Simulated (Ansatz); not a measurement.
Question: Name a neutral molecule of C, F, S, Si and H with LUMO energy (ωB97M-V/def2-TZVPP) between 1.20 and 1.50 eV and HOMO–LUMO gap (PBE/def2-TZVPP) between 4.65 and 4.95 eV (Ansatz, PBE0-D4/def2-TZVP geometry).

Answer: `F[Si]1(F)CS1` (1.35 eV, 4.78 eV); `FC1C[SiH2]S1` (1.39 eV, 4.94 eV); `C[Si]1(F)[SiH2]S1` (1.32 eV, 4.85 eV); `FC[SiH]([SiH3])S` (1.29 eV, 4.89 eV); `CS[SiH](F)[SiH3]` (1.41 eV, 4.89 eV); `C[SiH](F)[SiH2]S` (1.23 eV, 4.92 eV). Other molecules can fit too; these were computed, each in one conformer that needn't be the lowest.
